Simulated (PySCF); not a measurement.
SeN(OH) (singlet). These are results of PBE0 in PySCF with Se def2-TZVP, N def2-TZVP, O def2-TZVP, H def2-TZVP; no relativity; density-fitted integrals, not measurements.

Harmonic bands of its minimum:

| ω (cm⁻¹) | IR (km/mol) |
| --- | --- |
| 293 | 24.6 |
| 416 | 118 |
| 614 | 143 |
| 973 | 55.5 |
| 1103 | 19.3 |
| 3777 | 76.2 |

**Question.** The central atom is Se. Infer the point group and assign the bands.

**Answer.** Cs. The modes span 5a' + a'': 293 a', 416 a'', 614 a', 973 a', 1103 a', 3777 a'. The computed geometry has O–H 0.969 Å, Se–N 1.604 Å, Se–O 1.812 Å; H–O–Se 107.6°, N–Se–O 112.8°.

Only a few start shapes were tried, so a lower isomer may exist.
